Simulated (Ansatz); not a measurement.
One geometry of C₆H₁₂N₂O (relaxed from a model of 1-ethyl-3-methylimidazolium hydroxide, whose bonding it doesn't keep), several levels of theory.

```yaml
crystal:
  periodic: [false, false, false]
  atoms:
    - {symbol: C, position_ang: [2.464645, 0.828870, 0.282914]}
    - {symbol: C, position_ang: [1.952343, -0.393642, -0.468763]}
    - {symbol: N, position_ang: [0.579798, -0.747454, -0.193107]}
    - {symbol: C, position_ang: [0.162251, -1.170148, 1.074837]}
    - {symbol: C, position_ang: [-1.134186, -0.857222, 1.238255]}
    - {symbol: N, position_ang: [-1.601538, -0.225354, 0.079221]}
    - {symbol: C, position_ang: [-2.658354, 0.744736, 0.112738]}
    - {symbol: C, position_ang: [-0.471239, 0.053698, -0.776952]}
    - {symbol: H, position_ang: [3.516766, 1.029971, 0.029912]}
    - {symbol: H, position_ang: [2.396041, 0.679054, 1.371446]}
    - {symbol: H, position_ang: [1.884121, 1.730383, 0.033002]}
    - {symbol: H, position_ang: [2.033359, -0.241587, -1.556897]}
    - {symbol: H, position_ang: [2.582232, -1.268977, -0.237325]}
    - {symbol: H, position_ang: [0.808070, -1.778801, 1.705183]}
    - {symbol: H, position_ang: [-1.816881, -1.145037, 2.035499]}
    - {symbol: H, position_ang: [-2.999899, 0.944802, -0.913236]}
    - {symbol: H, position_ang: [-2.350230, 1.708043, 0.571501]}
    - {symbol: H, position_ang: [-3.513624, 0.350975, 0.681320]}
    - {symbol: H, position_ang: [-0.223098, 1.144072, -0.782467]}
    - {symbol: O, position_ang: [-0.700326, -0.221433, -2.121331]}
    - {symbol: H, position_ang: [-0.910251, -1.164939, -2.165752]}
basis:
  gaussian: {orbitals: STO-3G}
hamiltonian: {xc: hf}
scf: {omitted_lower_state_checks: [starts]}
output: {orbitals: {seedname: orbitals}}
```

```sh
$ ansatz run in.yaml --threads 4 --pin off --events-out ev --progress --plain --max-ram 8704MiB
```

Shortened log:

```
Functional definition: HF
819 factors; integrals over basis functions are off by at most 4.4e-5 eV
mean field evaluation 1: about -11226.8532 eV, gradient 2.9e1 eV
mean field evaluation 2: about -11227.4966 eV, gradient 2.9e1 eV
mean field evaluation 4: about -11230.5023 eV, gradient 1.9e0 eV
mean field evaluation 8: about -11230.5198 eV, gradient 4.6e-4 eV
mean field -11230.51983273 eV, -412.7139915331 hartree, gradient 1.4e-5 eV, S^2 0.000000; 0 other end points of the search recorded, 0 dependent functions left out
reference -11230.51983273 eV, -412.7139915331 hartree; 35, 35 occupied and 22, 22 virtual orbitals, 819 factors
Total energy: -11230.51983273 eV, -412.7139915331 hartree
Checks for a lower state left out: starts
```

Hardware: 4 threads of Intel Xeon Platinum 8259CL on a shared host. Wall time 0.55 s.

Geometry: PBE0-D4/def2-SVP.

The restricted singlet is unstable towards broken spin symmetry in Hartree–Fock (as tested in another run); at HF/STO-3G this wasn't settled.
